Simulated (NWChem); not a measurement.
System: CH₄CdS; SMILES [CH3][Cd][SH]

Excerpt of the output:

```
             Northwest Computational Chemistry Package (NWChem) 7.3.0
             --------------------------------------------------------

 C1  symmetry detected

                             Geometry "geometry" -> ""
                             -------------------------

 Output coordinates in angstroms (scale by  1.889725989 to convert to a.u.)

  No.       Tag          Charge          X              Y              Z
 ---- ---------------- ---------- -------------- -------------- --------------
    1 Cd                  48.0000     0.00960735    -0.27202761    -0.00007965
    2 C                    6.0000     0.00403418    -2.37919247     0.00045555
    3 H                    1.0000    -0.65633278    -2.75855790    -0.79304867
    4 H                    1.0000    -0.35075602    -2.76025586     0.96912704
    5 H                    1.0000     1.02007571    -2.76154910    -0.17711287
    6 S                   16.0000     0.04996755     2.08842130     0.00013017
    7 H                    1.0000    -1.29782579     2.19810215     0.00004148

 Effective nuclear repulsion energy (a.u.)     315.1290197362

                                 NWChem DFT Module
                                 -----------------

 Summary of "ao basis" -> "ao basis" (spherical)
 ------------------------------------------------------------------------------
       Tag                 Description            Shells   Functions and Types
 ---------------- ------------------------------  ------  ---------------------
 Cd                         def2-svp                11       31   5s3p2d1f
 C                          def2-svp                 6       14   3s2p1d
 H                          def2-svp                 3        5   2s1p
 S                          def2-svp                 8       18   4s3p1d

            General Information
            -------------------
          SCF calculation type: DFT
          Wavefunction type:  closed shell.
          No. of atoms     :     7
          No. of electrons :    46
           Alpha electrons :    23
            Beta electrons :    23
          Charge           :     0
          Spin multiplicity:     1
          Use of symmetry is: off; symmetry adaption is: off
          Maximum number of iterations: 150
          AO basis - number of functions:    83
                     number of shells:    37
          Convergence on energy requested:  1.00D-06
          Convergence on density requested:  1.00D-05
          Convergence on gradient requested:  5.00D-04

              XC Information
              --------------
                         B3LYP Method XC Potential
                     Hartree-Fock (Exact) Exchange  0.200
                        Slater Exchange Functional  0.800 local
                    Becke 1988 Exchange Functional  0.720 non-local
              Lee-Yang-Parr Correlation Functional  0.810
                  VWN I RPA Correlation Functional  0.190 local

             Grid Information
             ----------------
          Grid used for XC integration:  medium
          Radial quadrature: Mura-Knowles
          Angular quadrature: Lebedev.
          Tag              B.-S. Rad. Rad. Pts. Rad. Cut. Ang. Pts.
          ---              ---------- --------- --------- ---------
          Cd                  1.55      123           9.0       590
          C                   0.70       49          12.0       434
          H                   0.35       45          13.0       434
          S                   1.00       88          12.0       590
          Grid pruning is: on
          Number of quadrature shells:   440
          Spatial weights used:  Erf1

      Superposition of Atomic Density Guess
      -------------------------------------

 Sum of atomic energies:        -628.94293103

      Non-variational initial energy
      ------------------------------

 Total energy =    -604.712282
 1-e energy   =   -1199.099207
 2-e energy   =     443.672493
 HOMO         =      -0.311250
 LUMO         =      -0.012177

   convergence    iter        energy       DeltaE   RMS-Dens  Diis-err
 ---------------- ----- ----------------- --------- --------- ---------
 d= 0,ls=0.0,diis     1   -606.3285022509 -7.57D+02  1.33D-02  3.06D-01
 d= 0,ls=0.0,diis     2   -606.3466659739 -1.82D-02  6.90D-03  1.55D-01
 d= 0,ls=0.0,diis     3   -606.3683903548 -2.17D-02  2.14D-03  3.04D-02
 d= 0,ls=0.0,diis     4   -606.3726872199 -4.30D-03  3.45D-04  1.19D-03
 d= 0,ls=0.0,diis     5   -606.3728217042 -1.34D-04  1.16D-04  8.77D-05
  Resetting Diis
 d= 0,ls=0.0,diis     6   -606.3728321719 -1.05D-05  3.86D-05  9.95D-06
 d= 0,ls=0.0,diis     7   -606.3728334683 -1.30D-06  2.39D-05  1.09D-06
 d= 0,ls=0.0,diis     8   -606.3728333169  1.51D-07  1.45D-05  2.18D-06
 d= 0,ls=0.0,diis     9   -606.3728336060 -2.89D-07  1.73D-06  3.15D-08

         Total DFT energy =     -606.372833605995
      One electron energy =    -1200.939932786240
           Coulomb energy =      491.945078718962
    Exchange-Corr. energy =      -48.092411628311
 Nuclear repulsion energy =      150.714432089594

 Numeric. integr. density =       45.999996022128

                       DFT Final Molecular Orbital Analysis
                       ------------------------------------

 Vector   21  Occ=2.000000D+00  E=-3.154579D-01
              MO Center= -1.8D-02,  2.5D-02,  1.3D-04, r^2= 4.4D+00
   Bfn.  Coefficient  Atom+Function         Bfn.  Coefficient  Atom+Function
  ----- ------------  ---------------      ----- ------------  ---------------
     4      0.571693  1 Cd s                  2     -0.359455  1 Cd s
    36      0.250301  2 C  py                72     -0.247639  6 S  py
    69     -0.204561  6 S  py                64     -0.170210  6 S  s
     5      0.167906  1 Cd s                 19      0.157585  1 Cd d  2
    63     -0.154744  6 S  s                  1      0.148515  1 Cd s

 Vector   22  Occ=2.000000D+00  E=-2.654018D-01
              MO Center=  3.0D-02,  9.1D-02,  2.9D-04, r^2= 5.7D+00
   Bfn.  Coefficient  Atom+Function         Bfn.  Coefficient  Atom+Function
  ----- ------------  ---------------      ----- ------------  ---------------
    72      0.429017  6 S  py                36      0.347356  2 C  py
    69      0.312941  6 S  py                39      0.257259  2 C  py
    34      0.208485  2 C  s                  7      0.195338  1 Cd py
    66      0.179985  6 S  py                10     -0.168547  1 Cd py
    71      0.084540  6 S  px                57     -0.077278  5 H  s

 Vector   23  Occ=2.000000D+00  E=-2.372054D-01
              MO Center=  2.6D-02,  1.9D+00,  1.9D-04, r^2= 1.8D+00
   Bfn.  Coefficient  Atom+Function         Bfn.  Coefficient  Atom+Function
  ----- ------------  ---------------      ----- ------------  ---------------
    73      0.631220  6 S  pz                70      0.437538  6 S  pz
    67      0.250944  6 S  pz                14      0.128665  1 Cd pz
    16     -0.123710  1 Cd d -1              11      0.068071  1 Cd pz
     8     -0.063564  1 Cd pz                52     -0.047974  4 H  s
    47      0.039402  3 H  s

 Vector   24  Occ=0.000000D+00  E=-2.519193D-02
              MO Center= -9.2D-01, -2.1D-01,  2.9D-03, r^2= 5.0D+00
   Bfn.  Coefficient  Atom+Function         Bfn.  Coefficient  Atom+Function
  ----- ------------  ---------------      ----- ------------  ---------------
     5      0.707346  1 Cd s                 12     -0.658645  1 Cd px
    34     -0.528929  2 C  s                 72      0.333363  6 S  py
    57      0.252660  5 H  s                  9     -0.209057  1 Cd px
    39     -0.201344  2 C  py                 6      0.176810  1 Cd px
     4      0.167332  1 Cd s                 19     -0.165616  1 Cd d  2

 Vector   25  Occ=0.000000D+00  E=-2.215574D-02
              MO Center=  9.1D-01, -2.4D-01,  2.7D-04, r^2= 5.1D+00
   Bfn.  Coefficient  Atom+Function         Bfn.  Coefficient  Atom+Function
  ----- ------------  ---------------      ----- ------------  ---------------
     5      0.739607  1 Cd s                 12      0.620439  1 Cd px
    34     -0.575016  2 C  s                 64     -0.402083  6 S  s
    80      0.289778  7 H  s                 72      0.284960  6 S  py
    39     -0.217514  2 C  py                47      0.205959  3 H  s
     9      0.201516  1 Cd px                19     -0.181007  1 Cd d  2

 Vector   26  Occ=0.000000D+00  E=-1.117433D-02
              MO Center=  2.4D-02, -1.6D-01, -3.0D-03, r^2= 5.8D+00
   Bfn.  Coefficient  Atom+Function         Bfn.  Coefficient  Atom+Function
  ----- ------------  ---------------      ----- ------------  ---------------
    14      0.897836  1 Cd pz                73     -0.305511  6 S  pz
    11      0.280333  1 Cd pz                 8     -0.234440  1 Cd pz
    52     -0.154598  4 H  s                 70     -0.144520  6 S  pz
    47      0.127032  3 H  s                 51     -0.090229  4 H  s
    67     -0.082647  6 S  pz                46      0.073975  3 H  s

     Multipole analysis of the density
     ---------------------------------

     L   x y z        total         alpha         beta         nuclear
     -   - - -        -----         -----         ----         -------
     0   0 0 0     -0.000000    -23.000000    -23.000000     46.000000

     1   1 0 0     -0.307136      0.100606      0.100606     -0.508347
     1   0 1 0     -0.735301     -7.564457     -7.564457     14.393614
     1   0 0 1     -0.000186     -0.002200     -0.002200      0.004214

     2   2 0 0    -28.699254    -20.278666    -20.278666     11.858078
     2   1 1 0     -1.703337      1.525303      1.525303     -4.753942
     2   1 0 1     -0.000297     -0.000066     -0.000066     -0.000164
     2   0 2 0    -36.095482   -255.369673   -255.369673    474.643864
     2   0 1 1      0.002054      0.000832      0.000832      0.000390
     2   0 0 2    -31.391958    -18.551945    -18.551945      5.711932

                                 NWChem DFT Module
                                 -----------------

            General Information
            -------------------
          SCF calculation type: DFT
          Wavefunction type:  spin polarized.
          No. of atoms     :     7
          No. of electrons :    45
           Alpha electrons :    23
            Beta electrons :    22
          Charge           :     1
          Spin multiplicity:     2
          Use of symmetry is: off; symmetry adaption is: off
          Maximum number of iterations: 150
          AO basis - number of functions:    83
                     number of shells:    37
          Convergence on energy requested:  1.00D-06
          Convergence on density requested:  1.00D-05
          Convergence on gradient requested:  5.00D-04

              XC Information
              --------------
                         B3LYP Method XC Potential
                     Hartree-Fock (Exact) Exchange  0.200
                        Slater Exchange Functional  0.800 local
                    Becke 1988 Exchange Functional  0.720 non-local
              Lee-Yang-Parr Correlation Functional  0.810
                  VWN I RPA Correlation Functional  0.190 local

             Grid Information
             ----------------
          Grid used for XC integration:  medium
          Radial quadrature: Mura-Knowles
          Angular quadrature: Lebedev.
          Tag              B.-S. Rad. Rad. Pts. Rad. Cut. Ang. Pts.
          ---              ---------- --------- --------- ---------
          Cd                  1.55      123           9.0       590
          C                   0.70       49          12.0       434
          H                   0.35       45          13.0       434
          S                   1.00       88          12.0       590
          Grid pruning is: on
          Number of quadrature shells:   440
          Spatial weights used:  Erf1

      Superposition of Atomic Density Guess
      -------------------------------------

 Sum of atomic energies:        -628.94293103

 Renormalizing density from      46.00 to     45

      Non-variational initial energy
      ------------------------------

 Total energy =    -597.725342
 1-e energy   =   -1173.031833
 2-e energy   =     424.592060
 HOMO         =      -0.595532
 LUMO         =      -0.277261

   convergence    iter        energy       DeltaE   RMS-Dens  Diis-err
 ---------------- ----- ----------------- --------- --------- ---------
 d= 0,ls=0.0,diis     1   -605.8937448909 -7.57D+02  1.10D-02  2.55D-01
                                                     1.54D-02  2.56D-01
 d= 0,ls=0.0,diis     2   -605.6152713751  2.78D-01  9.10D-03  6.47D-01
                                                     1.41D-02  5.08D-01
 d= 0,ls=0.0,diis     3   -605.9268793007 -3.12D-01  3.04D-03  1.38D-01
                                                     1.25D-02  1.21D-01
 d= 0,ls=0.0,diis     4   -605.9801118816 -5.32D-02  1.82D-03  9.16D-02
                                                     1.64D-03  7.39D-02
 d= 0,ls=0.0,diis     5   -606.0217996448 -4.17D-02  1.54D-03  2.57D-02
                                                     1.22D-03  1.89D-02
  Resetting Diis
 d= 0,ls=0.0,diis     6   -606.0367291292 -1.49D-02  9.15D-04  3.85D-03
                                                     5.49D-04  2.62D-03
 d= 0,ls=0.0,diis     7   -606.0391723799 -2.44D-03  3.51D-04  1.77D-04
                                                     2.12D-04  1.25D-04
 d= 0,ls=0.0,diis     8   -606.0391901991 -1.78D-05  1.21D-04  1.84D-04
                                                     1.64D-04  2.26D-04
 d= 0,ls=0.0,diis     9   -606.0392899321 -9.97D-05  7.28D-05  1.22D-05
                                                     2.52D-05  3.42D-06
 d= 0,ls=0.0,diis    10   -606.0392970647 -7.13D-06  3.71D-05  1.45D-06
                                                     7.68D-05  4.69D-06
 d= 0,ls=0.0,diis    11   -606.0393019760 -4.91D-06  2.13D-05  5.18D-07
                                                     3.20D-05  3.12D-07
 d= 0,ls=0.0,diis    12   -606.0393028699 -8.94D-07  5.17D-06  6.00D-08
                                                     3.55D-05  5.67D-08
 d= 0,ls=0.0,diis    13   -606.0393035350 -6.65D-07  9.45D-07  2.86D-08
                                                     1.46D-05  4.77D-08
 d= 0,ls=0.0,diis    14   -606.0393038291 -2.94D-07  6.71D-06  3.00D-08
                                                     1.05D-04  5.08D-08
 d= 0,ls=0.0,diis    15   -606.0393020933  1.74D-06  8.45D-06  1.61D-08
                                                     1.39D-04  2.45D-08
 d= 0,ls=0.0,diis    16   -606.0393011524  9.41D-07  2.26D-06  6.68D-09
                                                     1.47D-05  6.13D-09
 d= 0,ls=0.0,diis    17   -606.0393011481  4.30D-09  2.58D-07  6.38D-10
                                                     7.71D-07  5.22D-10

         Total DFT energy =     -606.039301148127
      One electron energy =    -1189.920883264431
           Coulomb energy =      480.975935218444
    Exchange-Corr. energy =      -47.808785191734
 Nuclear repulsion energy =      150.714432089594

 Numeric. integr. density =       44.999995580451

                    DFT Final Alpha Molecular Orbital Analysis
                    ------------------------------------------

 Vector   21  Occ=1.000000D+00  E=-5.485391D-01
              MO Center=  1.9D-01, -2.5D+00, -1.4D-01, r^2= 1.4D+00
   Bfn.  Coefficient  Atom+Function         Bfn.  Coefficient  Atom+Function
  ----- ------------  ---------------      ----- ------------  ---------------
    35      0.446030  2 C  px                56      0.349710  5 H  s
    46     -0.247252  3 H  s                 38      0.195417  2 C  px
    15      0.133960  1 Cd d -2              57      0.118693  5 H  s
    51     -0.103920  4 H  s                 47     -0.086515  3 H  s
     9      0.041633  1 Cd px                 6     -0.037309  1 Cd px

[...]
```

Level: B3LYP/def2-SVP with def2 effective core potentials on Cd, vertical spin-unrestricted ions. Structure relaxed at the PBE0/def2-SVP level. Not confirmed as a minimum by frequencies. B3LYP is NWChem's, with the RPA form of VWN correlation. def2 effective core potentials on Cd; no spin-orbit coupling.

Problem. Which NWChem input produces such a log?

Solution. This is not unique; one that fits is the input that was run:
```
start job
memory heap 200 mb stack 900 mb global 1100 mb
geometry units angstroms noautoz
  Cd     0.552599    -0.038474    -0.004489
  C      0.910014    -2.115103     0.001960
  H      0.308011    -2.607642    -0.775632
  H      0.646974    -2.545209     0.979318
  H      1.972685    -2.318028    -0.197086
  S      0.185839     2.293646    -0.011662
  H     -1.160394     2.169710     0.017891
end
basis spherical
  * library def2-svp
end
ecp
  Cd library def2-ecp
end
dft
  xc b3lyp
  iterations 150
  vectors input atomic output neutral.movecs
end
task dft energy
charge 1
dft
  odft
  mult 2
  vectors input atomic output cation.movecs
end
task dft energy
```
